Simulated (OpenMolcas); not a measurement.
Computed levels of 2s2 2p in ions with 5 electrons, in cm-1 above 2P* 1/2.

* Program: OpenMolcas 26.06
* Method: SS-CASPT2, IPEA 0.25 Eh, imaginary shift 0.1 Eh
* Basis: ANO-R2
* Scalar Hamiltonian: X2C, finite nucleus
* Spin-orbit coupling: state interaction with AMFI integrals over the reference wave functions, term energies averaged over their components

Active space for each ion: 1 electron in 3 orbitals (2p); closed shells correlated by CASPT2: 1s 2s.

```json
{"Level": "2P* 3/2", "N2+": "173", "O3+": "383", "Ne5+": "1301"}
```

**Question.** Estimate 2P* 3/2 for F4+ from its neighbours O3+ and Ne5+.

**Answer.** 2P* 3/2 is fine structure, which grows about as the fourth power of a screened charge, so the fourth roots are averaged: ((383^0.25 + 1301^0.25) / 2)^4 = 740. The calculation gives 740, so the estimate is off by 0 %; the measured value is 746 (Moore, Atomic Energy Levels, vol. I, NSRDS-NBS 35 (1971 reprint of NBS Circular 467, 1949)).

With one active electron, CASPT2 adds the correlation within the correlated inactive shells and between them and that electron, and leaves the splitting within a term as the reference gives it. Computed and measured levels are paired by configuration, term and J; levels that our copy of the source lacks, or whose pairing is in doubt (as where it misses far off the trend of its configuration), stay unpaired and out of the deviations. Only configurations of the active space appear.

* marks odd parity.
